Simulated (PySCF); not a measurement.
## Excitation energy of Yb⁺ by level of theory

Yb⁺ [Xe] 4f14 6s1 (2S) → Yb⁺ [Xe] 4f14 6p1 (2P), as a difference of total energies. All numbers are calculated (PySCF 2.14, the spin-free X2C one-electron Hamiltonian (Gaussian nucleus), in x2c-TZVPPall). Correlated levels: valence: [Kr] 4d10 frozen; valence and next inner shell: [Ar] 3d10 frozen. The calculations carry no spin-orbit coupling.

```
                                method  excitation energy (eV)
                                   UHF                   3.403
                                  MN15                   3.712
                                M06-2X                   3.600
                                B2PLYP                   3.778
    MP2 (valence and next inner shell)                   3.920
SCS-MP2 (valence and next inner shell)                   3.822
```

**Question.** Estimate what SCS-MP2 (valence) gives.

**Answer.** 3.804 eV, closest to SCS-MP2 (valence and next inner shell) among the rows shown.

**Question.** Estimate what MP2 (valence) gives.

**Answer.** 3.898 eV, closest to MP2 (valence and next inner shell) among the rows shown.

Errors of the correlated levels include the incompleteness of this basis and the frozen core.

The basis was made for the ground configuration and has no added diffuse functions, so the excitation energy can come out too high.

For comparison: 3.631 eV (measured; NIST levels, between the centres of gravity of the two terms).
